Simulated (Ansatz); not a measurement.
Computed with Ansatz on PBE0-D4/def2-TZVP structures; ΔE is electronic, products minus reactants. CBS: MP2 limit from def2 TZ/QZ plus the TZ coupled-cluster correction, frozen cores. DFT in def2-TZVPP. B3LYP here is the variant with VWN-RPA as its local correlation; programs differ in this. For Br outer-core shells are correlated without core-valence functions, which leaves a few kJ/mol of doubt a bond. Scalar relativity is left out up to krypton. One conformer a species, not always the lowest.

`C[O][Al]([O]C)[O]C` + `C=CBr` → `C[O][AlH][O]C` + `C=C(Br)OC`  (formal exchange of groups at the Al–O bond)

`C[O][Al]([O]C)[O]C`:

Z-matrix (Å, degrees):
```
C
O 1 1.398
H 1 1.095 2 110.0
H 1 1.095 2 110.1 3 118.7
H 1 1.096 2 112.5 3 -120.6
Al 2 1.678 1 134.3 3 120.8
O 6 1.678 2 120.0 1 -180.0
O 6 1.678 2 120.0 1 -0.0
C 7 1.398 6 134.3 2 -0.0
C 8 1.398 6 134.3 2 180.0
H 9 1.095 7 110.1 6 -120.5
H 9 1.096 7 112.5 6 0.1
H 9 1.095 7 110.0 6 120.7
H 10 1.095 8 110.1 6 -120.5
H 10 1.095 8 110.0 6 120.8
H 10 1.096 8 112.5 6 0.1
```

`C=CBr`:

```xyz
6

C    -0.665    0.076    0.350
C     0.415    0.030   -0.406
Br    2.039   -0.737    0.153
H    -0.689   -0.329    1.354
H    -1.567    0.534   -0.038
H     0.467    0.426   -1.412
```

`C[O][AlH][O]C`:

```xyz
12

C     1.385   -0.813   -1.324
O    -0.002   -0.921   -1.394
Al   -1.388   -0.434   -0.581
O    -1.370    0.492    0.820
C    -0.478    1.097    1.703
H     1.837   -1.802   -1.194
H     1.719   -0.179   -0.493
H     1.778   -0.385   -2.252
H    -2.775   -0.867   -1.161
H    -0.654    0.737    2.722
H    -0.621    2.182    1.702
H     0.570    0.895    1.451
```

`C=C(Br)OC`:

```xyz
10

C    -0.706    0.806   -1.542
C     0.068    0.600   -0.490
Br    0.594    2.071    0.622
O     0.600   -0.582   -0.180
C     0.401   -1.061    1.142
H    -1.033    1.797   -1.813
H    -0.996   -0.041   -2.152
H     0.866   -2.044    1.178
H     0.875   -0.399    1.871
H    -0.667   -1.146    1.363
```

```tsv
level	ΔE (kJ/mol)	difference from CCSD(T)/CBS
r2SCAN-D4	168.9	-10.6
PBE0-D4	164.3	-15.2
PBE	156.6	-22.9
r2SCAN	169.2	-10.3
B3LYP	175.5	-4.0
MP2/def2-TZVPP	179.8	0.3
CCSD/def2-TZVPP	184.0	4.5
CCSD(T)/def2-TZVPP	178.3	-1.2
HF/def2-QZVPP	195.3	15.8
MP2/def2-QZVPP	181.0	1.5
CCSD(T)/CBS	179.5	0
```

Largest T1 diagnostic among the species: 0.012.

In def2-TZVPP, CCSD(T) changes the Hartree–Fock value by −15.7 kJ/mol (the triples alone add −5.6 kJ/mol) and MP2 by −14.2 kJ/mol. From PBE to PBE0 (25 % exact exchange), in def2-TZVPP and without D4, ΔE moves by +9.7 kJ/mol.
